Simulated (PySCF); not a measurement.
C2H5BF2O, SMILES FB(OCC)F. Heavy atoms are numbered as in [B:1]([F:2])([F:3])[O:4][CH2:5][CH3:6]. Hydrogens are named by the atom that carries them.

The structure is a stationary point at TPSSh-D3(BJ)/def2-SVP. Other conformers were not sampled.

Computed with PBE/def2-TZVP in PySCF.

ESP charges are fitted to the potential on shells at 1.4 to 2.0 van der Waals radii. Atomic charges (e), one atom of each kind:

```tsv
atom	ESP fit	Mulliken	Löwdin
B1	0.72	0.43	-1.12
F2	-0.27	-0.23	0.34
O4	-0.45	-0.21	0.39
C5 (CH2)	0.28	-0.03	-0.30
C6 (CH3)	-0.42	-0.36	-0.31
H on C5	0.01	0.11	0.13
H on C6	0.13	0.13	0.13
```

Question: Give the Mayer and Wiberg (Löwdin basis) orders of the bonds. (Estimate from the structure and the level; the computed values follow.)

Answer: 
```csv
bond,Mayer,Wiberg
B1–F2,1.20,2.06
B1–F3,1.24,2.10
B1–O4,1.37,1.92
O4–C5,0.92,1.32
C5–C6,1.03,1.33
```
